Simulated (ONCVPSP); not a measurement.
**Before and after: ONCV potential for Rb (Z = 37)**

ONCVPSP 4.0.1 input, shortened (lines: element, Z, core and valence counts, functional; n l f; lmax; l rc ep ncon nbas qcut; lloc lpopt rc5 dvloc0; l nproj debl; icmod fcfact rcfact), LDA (Perdew-Wang 92), scalar-relativistic:

```
  Rb 37.00    6    3  -001012      upf
    1    0    2.00
    2    0    2.00
    2    1    6.00
    3    0    2.00
    3    1    6.00
    3    2   10.00
    4    0    2.00
    4    1    6.00
    5    0    1.00
    2
    0    2.20    0.00    4    8    5.30
    1    2.50    0.00    4    8    4.30
    2    2.45    0.04    3    6    4.00
    4    5    2.20    6.00
    0    2    1.80
    1    1    2.50
    2    2    0.30
    0    0.00    0.00
```

All-electron outer shells of the reference configuration (LDA (PZ), scalar-relativistic, ld1.x):

| shell | level (eV) | outermost node (bohr) | outermost maximum (bohr) |
| --- | --- | --- | --- |
| 4s | -31.97 | 0.62 | 1.25 |
| 4p | -16.03 | 0.64 | 1.42 |
| 5s | -2.37 | 1.79 | 4.22 |

Change: all radii scaled by about 0.85 (s 1.88, p 2.14, d 2.08 bohr); local potential polynomial inside 1.88 bohr (lpopt 5, dvloc0 6 Ha).

Cutoffs: the cutoffs (Ha) at which the residual kinetic energy of the hardest occupied pseudo-wave falls to 1 and 0.1 mHa per electron; they do not see the model core or the augmentation charge, which bear on the density cutoff. Errors are all-electron minus pseudo energies relative to the spin-unpolarised reference configuration.

Task: What does the change do?

Result: The potential gets harder (9.5 Ha and 12 Ha → 11 Ha and 15 Ha); of the 4 tests that both files solve, the error grows in 0 and shrinks in 2 by more than 15 % and 0.3 meV (median size 10.4 → 1.6 meV); neither file shows a bound ghost. A smaller radius makes the pseudo-wave follow the all-electron one further in, where it bends more sharply, so more plane waves are needed.

| quantity | base | changed |
| --- | --- | --- |
| cutoff, loose | 9.5 Ha | 11 Ha |
| cutoff, tight | 12 Ha | 15 Ha |
| loose cutoff by channel | s 9.5 Ha, p 6.7 Ha | s 11 Ha, p 6.6 Ha |
| bound ghosts | none | none |
| GHOST(+) flags under 300 eV | none | none |
| error for 4s2 4p6 5s0, meV [ΔE 4.27 eV] | -0.2 | -0.1 |
| error for 4s2 4p6 5s0.5, meV [ΔE 1.66 eV] | -0.1 | 0.0 |
| error for 4s2 4p6 5s0 5p1, meV [ΔE 1.62 eV] | -20 | -3.0 |
| error for 4s2 4p5 5s1, meV [ΔE 21.24 eV] | -32 | -12 |
